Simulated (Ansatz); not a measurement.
Reaction (formal hydrolysis of a C–Se bond): `O[SiH2]/C=C/[SeH]` + H₂O → `O/C=C/[SiH2]O` + H₂Se

Calculated with Ansatz (gas phase, PBE0-D4/def2-TZVP geometries, no zero-point term in ΔE). CCSD(T)/CBS is the MP2 limit (def2-TZVPP, def2-QZVPP) plus CCSD(T) − MP2 in def2-TZVPP, frozen cores. This one scheme is used for every species. Double bonds are as drawn, so ΔE can hold a change between cis and trans. Functionals use def2-TZVPP. B3LYP here is the variant with VWN-RPA as its local correlation; programs differ in this. For Se outer-core shells are correlated without core-valence functions, which leaves a few kJ/mol of doubt a bond. Scalar relativity is left out up to krypton. Each species was taken in one conformer, which may not be the lowest.

`O[SiH2]/C=C/[SeH]`:

Cartesian coordinates in Å:
```
O 2.081 0.994 1.092
Si 1.369 0.299 -0.224
C -0.456 0.523 -0.095
C -1.265 -0.535 -0.046
Se -3.150 -0.425 0.045
H 2.993 1.273 1.003
H 1.914 0.937 -1.457
H 1.635 -1.166 -0.288
H -0.882 1.524 -0.071
H -0.876 -1.549 -0.061
H -3.364 -1.875 0.102
```

H₂O:

```xyz
3

O     0.142    0.333    0.143
H    -0.560   -0.209    0.511
H     0.418   -0.124   -0.654
```

`O/C=C/[SiH2]O`:

Z-matrix (Å, degrees):
```
Si
O 1 1.652
C 1 1.843 2 111.0
H 1 1.484 2 104.9 3 -121.6
H 1 1.492 2 111.3 3 121.3
H 2 0.958 1 116.8 3 -71.0
C 3 1.335 1 121.7 2 -13.3
H 3 1.091 1 119.8 2 166.6
O 7 1.346 3 127.3 1 179.7
H 7 1.086 3 122.2 1 -0.2
H 9 0.964 7 109.2 3 0.7
```

H₂Se:

```xyz
3

Se   -0.368   -0.093   -0.569
H    -0.666   -0.146    0.866
H     1.034    0.240   -0.296
```

```tsv
level	ΔE (kcal/mol)	difference from CCSD(T)/CBS
PBE-D4	2.3	-2.5
r2SCAN-D4	1.4	-3.4
PBE0-D4	2.1	-2.7
B3LYP-D4	2.2	-2.6
ωB97M-V	1.3	-3.5
B2PLYP	2.5	-2.3
PBE	1.5	-3.3
r2SCAN	1.2	-3.6
B3LYP	0.9	-3.9
SCS-MP2/def2-TZVPP	4.7	-0.1
CCSD/def2-TZVPP	3.2	-1.6
CCSD(T)/def2-TZVPP	3.7	-1.1
HF/def2-QZVPP	-0.8	-5.6
SCS-MP2/def2-QZVPP	5.4	0.6
HF/CBS(def2)	-0.8	-5.6
MP2/CBS(def2)	7.0	2.2
CCSD(T)/CBS	4.8	0
```

Largest T1 diagnostic among the species: 0.013.

In def2-TZVPP, CCSD(T) changes the Hartree–Fock value by +4.8 kcal/mol (the triples alone add +0.6 kcal/mol) and MP2 by +7.0 kcal/mol. The D4 term adds +1.4 kcal/mol with B3LYP and +0.7 kcal/mol with PBE0; it sums over pairs of atoms, weighted by their polarisabilities, and B3LYP, whose exchange is more repulsive, gets the larger term.
